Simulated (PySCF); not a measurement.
```xyz
10

Al    -0.0295    -0.1122    -0.1523
Cl     1.2357    -1.4824    -1.1327
Cl    -1.4026     1.0290    -1.2926
Cl    -0.6459    -0.6632     1.7961
C      2.1537     1.3537     1.2534
O      1.1550     1.3603     0.2267
H      2.8310     2.2043     1.1048
H      2.7117     0.4175     1.1327
H      1.6838     1.3825     2.2461
H      0.7152     2.2165     0.1188
```

Charge 0, multiplicity 1.

Question: Give the Mulliken and meta-Löwdin atomic charges from TPSSh-D3(BJ)/def2-TZVP // PBE0-D3(BJ)/def2-SVP run with PySCF 2.14.0.

Answer: 
```csv
atom,Mulliken (e),meta-Löwdin (e)
Al1,0.54,0.85
Cl2,-0.29,-0.36
Cl3,-0.30,-0.37
Cl4,-0.30,-0.37
C5,-0.22,-0.10
O6,-0.28,-0.44
H7,0.15,0.13
H8,0.17,0.15
H9,0.16,0.13
H10,0.36,0.38
```
